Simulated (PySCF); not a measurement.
Mg⁺: ionisation energy

Mg⁺ [Ne] 3s1 (2S) → Mg²⁺ [Ne] (1S), as a difference of total energies. Calculation: PySCF 2.14, in cc-pVTZ-DK; the spin-free X2C one-electron Hamiltonian (Gaussian nucleus). The calculations carry no spin-orbit coupling.

| method | ionisation energy (eV) |
| --- | --- |
| UHF | 14.745 |
| PBE | 15.363 |
| BP86 | 15.275 |

For comparison: 15.035 eV (measured; NIST Atomic Spectra Database, ionization energies).
